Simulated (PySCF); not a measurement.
# Worked example: chemical shift, span and skew from a shielding tensor

ClH₆NSi₃, SMILES Cl[SiH]1[SiH2]N[SiH2]1. Atoms are numbered in the order given.

```xyz
11

Cl     2.4064     0.3941     0.0000
Si     0.6448    -0.7101     0.0000
Si    -1.0470     0.0472    -1.4499
N     -1.9804     0.3888     0.0000
Si    -1.0470     0.0472     1.4499
H      1.0005    -2.1585     0.0000
H     -1.6989    -0.9526    -2.3557
H     -0.7163     1.2519    -2.2746
H     -2.9269     0.7593     0.0000
H     -0.7163     1.2519     2.2746
H     -1.6989    -0.9526     2.3557
```

Coordinates come from a PBE0-D3(BJ)/def2-SVP optimisation. The structure was generated by enumeration, and PubChem lists no compound with its InChIKey, so it may never have been made.

GIAO shieldings from PBE0/pcSseg-1 (PySCF), non-relativistic, no solvent. The symmetric part of the tensor of Si3 has the principal values 288.2, 346.8, 457.1 ppm. The same nucleus in TMS has σ = 352.7 ppm at this level (PySCF, at its B3LYP-D3(BJ)/def2-TZVP geometry). Without spin–orbit terms, shifts of atoms bonded to Cl or Br come out too high.

Question: Work out the isotropic shielding, the ²⁹Si shift against TMS, the span and the skew.

Answer: 
σ(iso) = (σ11 + σ22 + σ33)/3 = 364.0 ppm. δ = σ(ref) − σ(iso) = 352.7 − (364.0) = -11.3 ppm.
Span Ω = σ33 − σ11 = 168.9 ppm. Skew κ = 3(σ(iso) − σ22)/Ω = 0.31. Tumbling in solution averages the tensor to δ; in a static solid the shielding alone would spread this spin-1/2 line over Ω.
